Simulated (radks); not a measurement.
Spin polarisation of the 4f1 shell in Ce3+. Start: [Xe] 4f(up 0.5, down 0.5); electrons of 4f are moved from spin down to spin up, other shells keep equal spins. All-electron calculation, non-relativistic Kohn-Sham, PBE, spin-polarised, spherical densities, point nucleus. Program: a radial shooting solver on a logarithmic mesh with Libxc functionals.

moment (Bohr magnetons)  E - E(0) (eV)  e(4f up) (eV)  e(4f down) (eV)  5p down minus up (eV)  5s down minus up (eV)
0                                0.000        -32.066          -32.066                  0.000                 0.000
0.25                            -0.012        -32.157          -31.973                  0.085                  0.106
0.5                             -0.046        -32.246          -31.876                  0.170                  0.213
0.75                            -0.104        -32.331          -31.777                  0.254                  0.319
1                               -0.185        -32.414          -31.674                  0.339                  0.426

At moment 1 the spin-polarisation energy is -0.185 eV and the 4f exchange splitting 0.739 eV, that is 0.739 eV per Bohr magneton; E = -I m^2/4 would give I = 0.739 eV.
